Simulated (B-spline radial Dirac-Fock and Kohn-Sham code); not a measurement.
# K-shell conversion coefficients at 2000 keV, Ne to Ni

The computed values come from a radial B-spline solver: a Dirac-Hartree-Slater potential of the neutral atom with a Latter tail (no hole, which puts coefficients of high multipoles low close above an edge), finite nucleus with surface currents. Subshells within 1 keV of threshold and pair formation are left out.

```csv
Z,element,E1,E2,E4,M1,M3
10,Ne,1.61e-06,2.61e-06,6.31e-06,2.30e-06,5.63e-06
12,Mg,2.72e-06,4.45e-06,1.08e-05,3.95e-06,9.83e-06
13,Al,3.42e-06,5.62e-06,1.37e-05,5.01e-06,1.26e-05
14,Si,4.22e-06,6.97e-06,1.71e-05,6.23e-06,1.58e-05
15,P,5.14e-06,8.52e-06,2.09e-05,7.65e-06,1.95e-05
16,S,6.17e-06,1.03e-05,2.53e-05,9.25e-06,2.37e-05
17,Cl,7.33e-06,1.22e-05,3.02e-05,1.11e-05,2.86e-05
18,Ar,8.61e-06,1.44e-05,3.57e-05,1.31e-05,3.42e-05
19,K,1.00e-05,1.69e-05,4.19e-05,1.54e-05,4.04e-05
20,Ca,1.16e-05,1.95e-05,4.87e-05,1.79e-05,4.75e-05
21,Sc,1.33e-05,2.25e-05,5.62e-05,2.07e-05,5.53e-05
22,Ti,1.51e-05,2.57e-05,6.45e-05,2.38e-05,6.40e-05
23,V,1.71e-05,2.92e-05,7.35e-05,2.71e-05,7.37e-05
24,Cr,1.92e-05,3.30e-05,8.33e-05,3.08e-05,8.43e-05
25,Mn,2.15e-05,3.71e-05,9.40e-05,3.48e-05,9.61e-05
26,Fe,2.40e-05,4.15e-05,0.000106,3.92e-05,0.000109
27,Co,2.67e-05,4.63e-05,0.000118,4.39e-05,0.000123
28,Ni,2.95e-05,5.14e-05,0.000131,4.89e-05,0.000138
```
